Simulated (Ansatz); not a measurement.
Relaxation of AsH4Si (6 atoms, charge 0, multiplicity 2), to a largest force component of 0.015 eV/Å in at most 40 steps.

Level of theory: UKS B3LYP-D4/def2-SVP in Ansatz.

```xyz
6
Properties=species:S:1:pos:R:3:forces:R:3
Si -0.190 -1.011 0.096 -0.18 -0.54 -0.02
As -0.241 1.257 -0.418 0.33 0.98 0.45
H 1.164 -1.590 0.145 0.47 0.02 0.21
H -0.896 -1.799 -0.931 -0.35 -0.29 -0.18
H -1.569 1.119 -1.097 -0.63 -0.05 -0.09
H 0.433 1.097 -1.757 0.37 -0.12 -0.36
```

Problem. Where does it end, and by what steps?

Solution. The run converged. After 11 steps the energy has fallen by 0.104 eV; H5 moved furthest, 0.32 Å.

```
step  energy less start (eV)  largest force component (eV/Å)  accepted
   0                  0.0000                           0.985       yes
   1                 -0.0706                           0.312       yes
   2                 -0.0908                           0.061       yes
   3                 -0.0919                           0.025       yes
   4                 -0.0979                           0.062       yes
   5                 -0.0997                           0.200       yes
   6                 -0.1033                           0.021       yes
   7                 -0.0965                           0.162        no
   8                 -0.1038                           0.027       yes
   9                 -0.1039                           0.021       yes
  10                 -0.1020                           0.101        no
  11                 -0.1040                           0.003       yes
```

```xyz
6
Properties=species:S:1:pos:R:3
Si -0.233 -1.069 0.000
As -0.119 1.272 -0.485
H 1.107 -1.567 0.441
H -0.736 -1.931 -1.117
H -1.603 1.330 -0.854
H 0.285 1.038 -1.947
```

Whether the end is a true minimum wasn't checked by a vibrational analysis.

The run took 90 s on 1 thread of Intel(R) Xeon(R) Processor @ 2.50GHz (Skylake/Cascade Lake), on a shared host, peak memory 0.19 GiB.
